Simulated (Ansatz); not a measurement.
`[CH3][GeH]([SiH3])[Cl]` → `[CH3][GeH2][Cl]` + `[SiH2]` at 298.15 K and 1 bar (silylene loss).

Calculated with Ansatz (gas phase, PBE0-D4/def2-TZVP geometries, no zero-point term in ΔE). CCSD(T)/CBS adds triple-zeta CCSD(T) − MP2 to the extrapolated MP2 energy (def2 sets, frozen cores). This one scheme is used for every species. For Ge outer-core shells are correlated without core-valence functions, which leaves a few kJ/mol of doubt a bond. Scalar relativity is left out up to krypton.

| species | CCSD(T)/CBS energy (Eh) | H − E (kJ/mol) | S (J/(mol·K)) |
| --- | --- | --- | --- |
| `[CH3][GeH]([SiH3])[Cl]` | -2867.28258 | 209.8 | 376.7 |
| `[CH3][GeH2][Cl]` | -2576.99593 | 157.6 | 313.0 |
| `[SiH2]` | -290.19011 | 40.6 | 207.5 |

H − E and S are ideal-gas, rigid-rotor, harmonic terms from PBE0-D4/def2-TZVP, for one conformer and one mirror image of each species. 1 Eh = 2625.50 kJ/mol, R = 8.31446 J/(mol·K).

Question: By hand: ΔE, ΔH, ΔS and ΔG.

Answer: ΔE = (-2576.99593) + (-290.19011) − (-2867.28258) = 0.09654 Eh = 253.5 kJ/mol. Δ(H − E) = 157.6 + 40.6 − 209.8 = -11.6, so ΔH = 241.9 kJ/mol. ΔS = 313.0 + 207.5 − 376.7 = 143.8 J/(mol·K). ΔG = 241.9 − 298.15 × (143.8)/1000 = 199.0 kJ/mol.

Question: By hand: the equilibrium constant, and the temperature at which ΔG would vanish if ΔH and ΔS stayed fixed.

Answer: log₁₀ K = −ΔG/(RT ln 10) = -34.9. ΔG = 0 at ΔH/ΔS = 1682 K.

The number of gas molecules changes by +1, which sets the sign of ΔS. A doubt of 5 kJ/mol in ΔE shifts log₁₀ K by 0.9 here. Other conformers and mirror images would add mixing entropy, several J/(mol·K) or more a flexible species. These are equilibria of isolated gas molecules and say nothing of rates. Largest T1 diagnostic: 0.014 (customary marks: 0.02 for closed shells, 0.045 for open ones).
